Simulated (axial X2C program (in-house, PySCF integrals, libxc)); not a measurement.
What spin–orbit coupling does to ScC⁺

All values were computed with an axial X2C code built on PySCF integrals. Spin-free means the one-electron spin-free X2C Hamiltonian; two-component (2c) means X2C with spin–orbit coupling and atomic mean-field two-electron Coulomb and Gaunt terms, so the difference of the two also holds small scalar two-electron terms. Basis: Sc dyall-cv3z [10s11p7d5f2g], C dyall-v3z [7s6p2d1f] (cores contracted in-house); Gaussian nuclei, density fitting, unrestricted open shells. Masses: Sc 44.956 u, C 12.000 u.

Spin-free state: M_S = 1, Λ = 1 (beyond evenly filled blocks: σα, π+α, π+β, π-α); fragments Sc+ + C.

| level | Re (Å) | ωe (cm⁻¹) | De (eV) | μ (D) |
| --- | --- | --- | --- | --- |
| PBE0 | 1.832 | 757.7 | 3.313 | -5.66 |
| CCSD(T) | 1.849 | 578.3 | 2.604 | n/a |

Correlated methods: 14 electrons correlated (number of frozen shells: Sc 2 s, 1 p; C 1 s), 278 virtual spin orbitals or spinors in MP2, 90 natural virtuals in coupled cluster.

Dipoles are positive if C is the positive end and refer to the centre of mass.

Two-component determinant lowest at the distance of the search:

Ω = 2 (⟨Sz⟩ = 1.01, ⟨Lz⟩ = 0.99 at HF); fragments Sc+ + C.

```tsv
level	Re (Å)	ωe (cm⁻¹)	μ (D)
PBE0	1.832	757.4	-5.65
CCSD(T)	1.850	570.7	n/a
```

Task: From the two tables, how do the constants change at the CCSD(T) level (2c against spin-free)?

Result: At the CCSD(T) level Re is unchanged within 0.001 Å and ωe goes down by 7.6 cm⁻¹.

Occupations by symmetry block were frozen at the best pattern of an incomplete PBE0 search. De is counted from the lowest determinant-based energies of the atoms at the same level, without counterpoise correction. De is not given where an atomic determinant may have missed its ground term or J level, or where the truncated virtual space spoils (T). Density functionals use the spin component along the axis (collinear). CCSD and (T) use frozen natural virtuals with an MP2 correction for the truncation; (T) itself is uncorrected, so its De runs slightly low. Other states lie close and PBE0, whose exact exchange favours high spin, may order them wrongly; the determinant shown need not be the ground state. The nearest other spin-free determinant of the search, M_S = 0, Λ = 1, lies 0.31 eV up at the distance of the search. The functionals have no current-density term, which raises determinants with orbital currents, atoms included. With several unpaired electrons one determinant need not be a pure state. Open-shell Ω = 0 determinants with evenly filled partner blocks cannot be reached by this program, so the Ω shown need not be the lowest component. The determinant is spin-polarised beyond a pure state at some levels (its spin-free form has ⟨S²⟩ too high), which makes Re and μ there less reliable. The T1 diagnostic is large, a sign of multireference character.
